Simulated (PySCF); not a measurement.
Job for PySCF: R-M06-2X/def2-TZVPPD on boric acid (SMILES OB(O)O).

```python
from pyscf import gto, dft

mol = gto.M(
    atom='''
    O     0.48812662   -0.25235612   -1.40219905
    B     0.21299975   -0.13651343   -0.06670223
    O     0.60554128    1.00679046    0.59679757
    O    -0.44347033   -1.17900370    0.53078990
    H     0.94910488    0.52238930   -1.73633446
    H     0.36811778    0.99666234    1.53253046
    H    -0.60127700   -1.02356726    1.46969997
    ''',
    basis='def2-tzvppd',
    charge=0, spin=0, verbose=4, max_memory=1800)
mf = dft.RKS(mol, xc='m062x').density_fit(auxbasis='def2-universal-jkfit')
mf.grids.level = 4
mf.conv_tol = 1e-9
mf.max_cycle = 150
mf.kernel()
mf.dip_moment()
```

The head of its log:

```
PySCF version 2.14.0

[INPUT] verbose = 4
[INPUT] num. atoms = 7
[INPUT] num. electrons = 32
[INPUT] charge = 0
[INPUT] spin (= nelec alpha-beta = 2S) = 0
[INPUT] symmetry False subgroup None
[INPUT] Mole.unit = angstrom
[INPUT] Symbol           X                Y                Z      unit          X                Y                Z       unit  Magmom
[INPUT]  1 O      0.488126620000  -0.252356120000  -1.402199050000 AA    0.922425625910  -0.476883952658  -2.649772176625 Bohr   0.0
[INPUT]  2 B      0.212999750000  -0.136513430000  -0.066702230000 AA    0.402511192101  -0.257972995025  -0.126048946598 Bohr   0.0
[INPUT]  3 O      0.605541280000   1.006790460000   0.596797570000 AA    1.144307176319   1.902558234225   1.127783959106 Bohr   0.0
[INPUT]  4 O     -0.443470330000  -1.179003700000   0.530789900000 AA   -0.838037468070  -2.227994092849   1.003047540685 Bohr   0.0
[INPUT]  5 H      0.949104880000   0.522389300000  -1.736334460000 AA    1.793548286688   0.987172707403  -3.281196590045 Bohr   0.0
[INPUT]  6 H      0.368117780000   0.996662340000   1.532530460000 AA    0.695641785783   1.883418861268   2.896062846954 Bohr   0.0
[INPUT]  7 H     -0.601277000000  -1.023567260000   1.469699970000 AA   -1.136248855000  -1.934261791471   2.777330428581 Bohr   0.0

nuclear repulsion = 115.937764387595
number of shells = 76
number of NR pGTOs = 274
number of NR cGTOs = 208
basis = def2-tzvppd
ecp = {}


******** <class 'pyscf.df.df_jk.DFRKS'> ********
method = DFRKS
initial guess = minao
damping factor = 0
level_shift factor = 0
DIIS = <class 'pyscf.scf.diis.CDIIS'>
diis_start_cycle = 1
diis_space = 8
diis_damp = 0
SCF conv_tol = 1e-09
SCF conv_tol_grad = None
SCF max_cycles = 150
direct_scf = False
XC library pyscf.dft.libxc version 7.1.2
    S. Lehtola, C. Steigemann, M. J. T. Oliveira, and M. A. L. Marques,  SoftwareX 7, 1–5 (2018)
XC functionals = m062x
    Y. Zhao and D. G. Truhlar,  Theor. Chem. Acc. 120, 215 (2008)
    Y. Zhao and D. G. Truhlar,  Theor. Chem. Acc. 120, 215 (2008)
radial grids:
    Treutler-Ahlrichs [JCP 102, 346 (1995); DOI:10.1063/1.469408] (M4) radial grids

becke partition: Becke, JCP 88, 2547 (1988); DOI:10.1063/1.454033
pruning grids: <function nwchem_prune>
grids dens level: 4
symmetrized grids: False
atomic radii adjust function: <function treutler_atomic_radii_adjust>
small_rho_cutoff = 0
Set gradient conv threshold to 3.16228e-05
Initial guess from minao.
tot grids = 160008
******** <class 'pyscf.df.df.DF'> ********
auxbasis = def2-universal-jkfit
init E= -252.969859372579
  HOMO = -0.46513163394431  LUMO = -0.0377956296627318  gap/eV = 11.62840
cycle= 1 E= -252.363937238806  delta_E= 0.606  |g|= 0.914  |ddm|= 1.95
  HOMO = -0.288453441667723  LUMO = -0.0213986632704604  gap/eV = 7.26693
cycle= 2 E= -252.341837867326  delta_E= 0.0221  |g|= 1.04  |ddm|= 1.54
  HOMO = -0.410509410422718  LUMO = -0.0199660519730251  gap/eV = 10.62723
```

Q: What total energy does the run end on?

A: -252.5158 hartree.
